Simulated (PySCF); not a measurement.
Assignment exercise: C$_{4}$H$_{13}$ClO$_{2}$Si$_{2}$

Atom-mapped SMILES (the numbers label the heavy atoms): `[CH3:1][O:2][Si@@H:3]([O:4][CH:5]([CH3:6])[CH3:7])[SiH2:8][Cl:9]`. Hydrogens are named by the atom that carries them. Ha(Si8) is pro-R; Hb(Si8) is pro-S.

PySCF 2.14 calculation with geometry from GFN2-xTB and GIAO PBE0/pcSseg-1 shieldings; relativity neglected, no solvent model, rapidly exchanging positions averaged, one computed conformer.

Shifts are taken against calculated references (same method and geometry level): 13C, 1H vs TMS.

(1) Assign these signals to the numbered atoms. 13C{1H} NMR (computed): δ 66.3, 52.6, 28.0, 27.1.

(2) Assign these signals to the numbered atoms. 1H NMR (400 MHz, computed): δ 5.45 (m, 1H), 5.21 (m, 1H), 4.99 (m, 1H), 4.28 (m, 1H), 3.85 (s, 3H), 1.36 (d, 3H), 1.27 (d, 3H).

Answers

(1) 
| δ (ppm) | atoms | environment | reason |
| --- | --- | --- | --- |
| 66.3 | C5 | sp3 CH bonded to O | the inductive effect lowers its shielding |
| 52.6 | C1 | methyl carbon bonded to O | pulled downfield by the heteroatom |
| 28.0 | C7 | methyl carbon | a saturated carbon with 1 carbon neighbour and no heteroatom attached |
| 27.1 | C6 | methyl carbon | – |

C7 and C6 lie closer than the usual error of such a calculation, so a measured spectrum could show them in the other order.

(2) 
```tsv
δ (ppm)	atoms	environment	reason
5.45	H(Si3)	hydrogen on a silicon bonded to 2 O, Si	–
5.21	Hb(Si8)	hydrogen on a silicon bonded to Cl, Si	–
4.99	Ha(Si8)	hydrogen on a silicon bonded to Cl, Si	–
4.28	H(C5)	hydrogen on an sp3 CH bonded to O	its carbon carries O, hence the downfield position
3.85	H(C1)	hydrogen on a methyl carbon bonded to O	its carbon carries O, which withdraws density
1.36	H(C7)	hydrogen on a methyl carbon	–
1.27	H(C6)	hydrogen on a methyl carbon	–
```

H(C7) and H(C6) lie closer than the usual error of such a calculation, so a measured spectrum could show them in the other order.

Shifts are as computed. Against solution values, carbons near 30 ppm lie about +3 ppm off and those near 130 ppm about +5 ppm. Of 1211 compounds with measured shifts, 218 miss one by over three times the rms of a fit or turn the order of signals round; such compounds aren't used in these exercises. Multiplicities follow the n + 1 count of equivalent neighbours, as no J values were calculated; m marks all less simple cases, F and P coupling included.
